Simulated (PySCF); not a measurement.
**Vertical excitation energies**

Species: C7H12Ge.
InChI=1S/C7H12Ge/c1-2-5-8-6-3-4-7-8/h8H,3-4,6-7H2,1H3

Level of theory: TDDFT CAM-B3LYP/def2-SVPD, vertical, gas phase, core orbitals frozen in the response (PySCF). Isolated species at its PBE0-D3(BJ)/def2-SVP geometry (one conformer only). Relativistic effects, spin–orbit coupling among them, are left out although an element past zinc is present.

Problem. Predict the UV-vis stick spectrum at this level.

Solution. 

```json
{"state": "S1", "λ (nm)": "207.4", "E (eV)": "5.98", "f": "0.0002", "|μ| (D)": "0.09", "main configurations (H = HOMO, L = LUMO)": "H-1→L+1 (45%), H→L+4 (10%)"}
{"state": "S2", "λ (nm)": "199.9", "E (eV)": "6.20", "f": "0.014", "|μ| (D)": "0.76", "main configurations (H = HOMO, L = LUMO)": "H→L+1 (28%), H-1→L+1 (9%), H-1→L+4 (9%)"}
{"state": "S3", "λ (nm)": "199.6", "E (eV)": "6.21", "f": "0.0080", "|μ| (D)": "0.58", "main configurations (H = HOMO, L = LUMO)": "H-1→L+1 (17%), H→L+2 (11%), H→L+4 (11%)"}
{"state": "S4", "λ (nm)": "178.7", "E (eV)": "6.94", "f": "0.010", "|μ| (D)": "0.62", "main configurations (H = HOMO, L = LUMO)": "H→L (56%), H→L+2 (25%)"}
{"state": "S5", "λ (nm)": "176.4", "E (eV)": "7.03", "f": "0.0096", "|μ| (D)": "0.60", "main configurations (H = HOMO, L = LUMO)": "H-1→L (55%), H-1→L+2 (32%)"}
{"state": "S6", "λ (nm)": "168.9", "E (eV)": "7.34", "f": "0.0046", "|μ| (D)": "0.41", "main configurations (H = HOMO, L = LUMO)": "H→L+2 (35%), H-2→L (28%), H→L (12%)"}
{"state": "S7", "λ (nm)": "165.9", "E (eV)": "7.47", "f": "0.404", "|μ| (D)": "3.78", "main configurations (H = HOMO, L = LUMO)": "H→L+1 (42%), H-1→L+2 (18%), H-2→L+1 (12%)"}
{"state": "S8", "λ (nm)": "158.4", "E (eV)": "7.83", "f": "0.017", "|μ| (D)": "0.77", "main configurations (H = HOMO, L = LUMO)": "H→L+3 (34%), H→L+4 (22%), H-1→L+2 (8%)"}
{"state": "S9", "λ (nm)": "157.4", "E (eV)": "7.87", "f": "0.071", "|μ| (D)": "1.54", "main configurations (H = HOMO, L = LUMO)": "H-1→L+2 (15%), H-2→L+1 (13%), H-1→L+4 (10%)"}
{"state": "S10", "λ (nm)": "155.5", "E (eV)": "7.97", "f": "0.036", "|μ| (D)": "1.08", "main configurations (H = HOMO, L = LUMO)": "H-3→L+1 (25%), H→L+4 (9%), H-2→L+2 (8%)"}
```

Triplets (Tamm–Dancoff): T1 4.98 eV, H→L+1 (31%), H-1→L+4 (12%); T2 5.43 eV, H-1→L+1 (31%), H→L+4 (8%); T3 5.43 eV, H→L+1 (19%), H-1→L+4 (14%), H-1→L+3 (11%); T4 6.01 eV, H-1→L+1 (31%), H→L+4 (15%), H→L (10%).

The lowest singlet comes at 207 nm (577 kJ/mol) in the ultraviolet; it is dark (f under 0.0005); its leading configuration is HOMO-1→LUMO+1 (45%). The strongest level in the table is S7 at 7.47 eV (166 nm, f = 0.404). S2/S3 lie within about 0.01 eV of each other. Löwdin shares by element: HOMO carbon 72% or more (atoms not listed hold the other 29%); LUMO germanium 25%, carbon 24% or more (atoms not listed hold the other 51%). The listed states span 1.99 eV, and the widest gap between neighbours is 0.73 eV (S3 to S4). Orbital energies (eV): HOMO-3 -10.05, HOMO-2 -9.63, HOMO-1 -8.67, HOMO -8.44, LUMO 1.13, LUMO+1 1.35, LUMO+2 1.43. Weighted by f, the mean energy of these states is 7.50 eV. The vertical ionisation energy (ΔSCF) is 9.08 eV, 1.11 eV above S10. Only the lowest 10 singlets were computed, as vertical energies without vibronic structure.
